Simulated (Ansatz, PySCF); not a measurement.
System: CH₂ClF₂Si, net charge 0, doublet state. It need not be the lowest isomer of its formula. 
Geometry from a B3LYP-D3(BJ)/def2-TZVP (Ansatz, a program for electronic structure) optimisation:
```xyz
7

C     -1.9698     0.1315     0.0967
Si    -0.1631     0.2562     0.1820
F      0.3370     0.1624     1.6837
F      0.3334     1.6433    -0.4041
Cl     0.7734    -1.2212    -0.8676
H     -2.5409     0.5975    -0.6966
H     -2.5383    -0.4641     0.8001
```
Charge 0, spin multiplicity 2.

Quantity: atomisation energy (electronic, to ground-state atoms), in kcal/mol. Valence correlation only, unless marked. UHF or UKS for open shells. No spin-orbit coupling. No relativistic terms. The coupled-cluster limit lacks core correlation, which all-electron functionals hold. CBS marks a two-point X^-3 extrapolation of the correlation energy; Hartree-Fock from the larger set. The bracket is a focal-point correction in the basis named.

```csv
level,program,atomisation energy (kcal/mol),minus last row
HF/6-31G,Ansatz,390.6,-273.0
HF/cc-pV(Q+d)Z,Ansatz,506.4,-157.2
PBE-D3(BJ)/def2-TZVPD,Ansatz + dftd3,669.4,5.8
BLYP-D3(BJ)/def2-TZVPD,Ansatz + dftd3,653.2,-10.4
r2SCAN-D3(BJ)/def2-TZVPD,Ansatz + dftd3,667.4,3.8
r2SCAN-D4/def2-TZVPD,Ansatz + dftd4,667.3,3.7
BHLYP-D3(BJ)/def2-TZVPD,Ansatz + dftd3,637.5,-26.1
r2SCAN0-D4/def2-TZVPD,Ansatz + dftd4,654.4,-9.2
M06-2X/def2-TZVPD,PySCF,663.3,-0.3
CAM-B3LYP-D3(BJ)/def2-TZVPD,Ansatz + dftd3,660.7,-2.9
CAM-B3LYP-D4/def2-TZVPD,Ansatz + dftd4,661.1,-2.5
CAM-B3LYP/def2-TZVPD,Ansatz,657.7,-5.9
LC-wPBE-D3(BJ)/def2-TZVPD,Ansatz + dftd3,663.4,-0.2
wB97X-V/def2-TZVPD,Ansatz,661.1,-2.5
B2GP-PLYP/def2-TZVPD,Ansatz,652.3,-11.3
PBE-QIDH/def2-TZVPD,Ansatz,656.9,-6.7
MP2/cc-pV(D+d)Z,Ansatz,613.7,-49.9
MP2/cc-pV(T+d)Z,Ansatz,664.8,1.2
SCS-MP2/cc-pV(T+d)Z,Ansatz,651.9,-11.7
CCSD/6-31G,Ansatz,490.7,-172.9
"RI-MP2/CBS(cc-pV(T+d)Z,cc-pV(Q+d)Z)+[CCSD(T)-MP2]/cc-pV(T+d)Z",Ansatz,663.6,0.0
```
